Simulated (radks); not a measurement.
Neutral iodine inside a hard spherical wall (all orbitals vanish at R), configuration held at [Kr] 4d10 5s2 5p5 and not refilled when levels cross. Calculated with a radial shooting solver on a logarithmic mesh with Libxc functionals: scalar-relativistic Kohn-Sham, PBE, spin-polarised, spherical densities, finite nucleus; open shells are filled with parallel spins first (spin-orbit coupling, left out, can overturn this in heavy ions); Fermi nuclear charge, rms radius 4.75 fm. Eigenvalues in eV for spin up, with the zero of energy where the potential of the charges vanishes at infinity; a dash marks a level that is unbound or too diffuse for the functional's potential to be trusted. A positive occupied level is held by the wall or, in an anion where self-interaction has pushed it up, behind a barrier. The pressure on the wall is -dE/dV.

R (bohr) = free: E (hartree) -7116.16923; kinetic (hartree) 7469.013; e(4p) -127.58; e(4d) -50.308; e(5s) -17.689; e(5p) -7.373; e(6s, empty) -; e(5d, empty) -; pressure (GPa) 0
R (bohr) = 12: E (hartree) -7116.16922; kinetic (hartree) 7469.013; e(4p) -127.58; e(4d) -50.307; e(5s) -17.689; e(5p) -7.373; e(6s, empty) -0.375; e(5d, empty) 1.365; pressure (GPa) 0.000105
R (bohr) = 10: E (hartree) -7116.16915; kinetic (hartree) 7469.014; e(4p) -127.57; e(4d) -50.300; e(5s) -17.682; e(5p) -7.367; e(6s, empty) -0.057; e(5d, empty) 1.731; pressure (GPa) 0.00273
R (bohr) = 8: E (hartree) -7116.16780; kinetic (hartree) 7469.028; e(4p) -127.49; e(4d) -50.219; e(5s) -17.614; e(5p) -7.302; e(6s, empty) 0.961; e(5d, empty) 2.503; pressure (GPa) 0.0747
R (bohr) = 7: E (hartree) -7116.16326; kinetic (hartree) 7469.065; e(4p) -127.30; e(4d) -50.027; e(5s) -17.460; e(5p) -7.149; e(6s, empty) 2.243; e(5d, empty) 3.272; pressure (GPa) 0.406
R (bohr) = 6: E (hartree) -7116.14430; kinetic (hartree) 7469.200; e(4p) -126.73; e(4d) -49.463; e(5s) -17.019; e(5p) -6.690; e(6s, empty) 4.909; e(5d, empty) 4.689; pressure (GPa) 2.33
R (bohr) = 3.5: E (hartree) -7115.07647; kinetic (hartree) 7474.213; e(4p) -115.94; e(4d) -39.014; e(5s) -8.210; e(5p) 4.010; e(6s, empty) 44.390; e(5d, empty) 23.334; pressure (GPa) 342
R (bohr) = 3: E (hartree) -7113.62444; kinetic (hartree) 7479.916; e(4p) -108.28; e(4d) -31.708; e(5s) -0.169; e(5p) 14.057; e(6s, empty) 76.260; e(5d, empty) 38.328; pressure (GPa) 1160
R (bohr) = 2.5: E (hartree) -7109.78459; kinetic (hartree) 7493.936; e(4p) -94.788; e(4d) -18.851; e(5s) 17.866; e(5p) 36.106; e(6s, empty) 139.71; e(5d, empty) 68.687; pressure (GPa) 4650
R (bohr) = 2: E (hartree) -7097.90214; kinetic (hartree) 7534.924; e(4p) -67.710; e(4d) 8.072; e(5s) 66.606; e(5p) 93.087; e(6s, empty) 282.91; e(5d, empty) 139.02; pressure (GPa) 24400
R (bohr) = 1.5: E (hartree) -7051.29198; kinetic (hartree) 7680.777; e(4p) -0.184; e(4d) 81.286; e(5s) 232.55; e(5p) 274.18; e(6s, empty) 672.81; e(5d, empty) 335.98; pressure (GPa) 190000
